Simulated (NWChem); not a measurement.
System: VH2O3F; SMILES [F][V]([OH])(=[O])[OH]

```xyz
7

V      0.0000     0.0012    -0.0658
O     -0.0015    -0.2330     1.4881
F      0.0077     1.7102    -0.3799
O      1.4395    -0.7471    -0.7587
H      2.1144    -1.1411    -0.1730
O     -1.4457    -0.7341    -0.7595
H     -2.1245    -1.1221    -0.1742
```
Atoms are numbered in this order, from 1.

Level: PBE-D3(BJ)/def2-SVP (NWChem), optimised geometry, unscaled harmonic frequencies. 

```json
[
 {"frequency (cm⁻¹)": "220", "IR intensity (km/mol)": "0.1"},
 {"frequency (cm⁻¹)": "231", "IR intensity (km/mol)": "2.9"},
 {"frequency (cm⁻¹)": "256", "IR intensity (km/mol)": "1.1"},
 {"frequency (cm⁻¹)": "266", "IR intensity (km/mol)": "18.8"},
 {"frequency (cm⁻¹)": "272", "IR intensity (km/mol)": "3.1"},
 {"frequency (cm⁻¹)": "362", "IR intensity (km/mol)": "43.2"},
 {"frequency (cm⁻¹)": "406", "IR intensity (km/mol)": "136.1"},
 {"frequency (cm⁻¹)": "629", "IR intensity (km/mol)": "195.9"},
 {"frequency (cm⁻¹)": "647", "IR intensity (km/mol)": "107.5"},
 {"frequency (cm⁻¹)": "711", "IR intensity (km/mol)": "37.7"},
 {"frequency (cm⁻¹)": "793", "IR intensity (km/mol)": "156.1"},
 {"frequency (cm⁻¹)": "809", "IR intensity (km/mol)": "106.8"},
 {"frequency (cm⁻¹)": "1105", "IR intensity (km/mol)": "133.5"},
 {"frequency (cm⁻¹)": "3727", "IR intensity (km/mol)": "270.7"},
 {"frequency (cm⁻¹)": "3732", "IR intensity (km/mol)": "77.8"}
]
```

```
Item                                                                               Result
-----------------------------------------------------------------------  ----------------
zero-point energy                                                           20.2 kcal/mol
thermal correction to the enthalpy at 298.15 K (with zero-point energy)     24.9 kcal/mol
heat capacity Cv                                                         22.1 cal/(mol K)
entropy at 298.15 K and 1 atm (symmetry number 1)                        78.8 cal/(mol K)
dipole moment                                                                      2.22 D
```

Rigid rotor and harmonic oscillator.
